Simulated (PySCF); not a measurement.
# One molecule, several mistakes: B3CH4 cation

Calculated results; nothing here was measured. They come from PySCF 2.14.0, an open-source quantum chemistry program, on an isolated molecule that a program drew, which may never have been made. The molecule is B3CH4 cation (charge +1, singlet), drawn as the SMILES string `B=C[B+]B`.

Each row is a Hartree-Fock (HF) and frozen-core CCSD(T) single point in the cc-pVDZ basis, meant for a local HF minimum. Run 1 is clean. Each other run has one planted mistake out of seven kinds, and not every kind appears here: one electron removed, one electron added, multiplicity raised by two, geometry at a saddle point, minimal basis STO-3G, one bond length entered in bohr, all coordinates scaled. The reference is restricted for singlets and unrestricted otherwise, and also for a bond in bohr. Adding or removing an electron swaps singlet and doublet. Electrons count all cores. HOMO and LUMO are orbital energies over both spins, the gradient is its largest component, and the lowest frequency (negative if imaginary) is given only where the gradient is small. Bond lengths are over the 7 bonds as drawn. T1 is the CCSD diagnostic: over 0.02 (restricted) or 0.045 (unrestricted) a single reference is doubtful.

Geometry of the clean run:
```xyz
8
B3CH4 cation, angstrom
B    -1.0162   -0.1805   -0.8328
C    -0.4576   -1.4004   -0.3705
B    -0.4595   -1.7902    1.0043
B    -0.4667   -2.2463    2.6461
H    -1.4807    0.8301   -1.2026
H    -0.0043   -2.0734   -1.1039
H     0.0239   -3.2868    2.9495
H    -0.9618   -1.5114    3.4408
```

| run | electrons | basis functions | <S^2> | HOMO (eV) | LUMO (eV) | gradient (hartree/bohr) | lowest frequency (cm^-1) | mean bond (Å) | longest bond (Å) | T1 | HF (hartree) | CCSD(T) (hartree) | mistake |
|---|---|---|---|---|---|---|---|---|---|---|---|---|---|
| 1 | 24 | 76 | 0.000 | -16.18 | -5.00 | 3.4e-05 | 135 | 1.3140 | 1.704 | 0.0155 | -113.90996 | -114.29464 | no fault |
| 2 | 24 | 76 | 0.000 | -15.29 | -4.91 | 3.4e-02 | - | 1.4099 | 1.828 | 0.0173 | -113.87628 | -114.27154 | all coordinates scaled |
| 3 | 23 | 76 | 0.755 | -23.42 | -13.75 | 6.9e-02 | - | 1.3140 | 1.704 | 0.0147 | -113.36571 | -113.69693 | one electron removed |
| 4 | 24 | 24 | 0.000 | -15.20 | -2.65 | 1.6e-02 | - | 1.3140 | 1.704 | 0.0160 | -112.52947 | -112.73271 | minimal basis STO-3G |
| 5 | 24 | 76 | 2.014 | -12.89 | -6.95 | 1.0e-01 | - | 1.3140 | 1.704 | 0.0172 | -113.80811 | -114.16265 | multiplicity raised by two |
| 6 | 25 | 76 | 0.867 | -6.65 | 1.37 | 7.8e-02 | - | 1.3140 | 1.704 | 0.0305 | -114.12282 | -114.52996 | ? |

**Which mistake was planted in run 6, and what did it cost?**

It counts 25 electrons, one more than the clean run, at the same geometry and basis. So the mistake is: one electron added. Subtracting run 1 and multiplying by 627.51 kcal/mol a hartree, the energy moved by -133.6 kcal/mol in HF and -147.7 kcal/mol in CCSD(T).

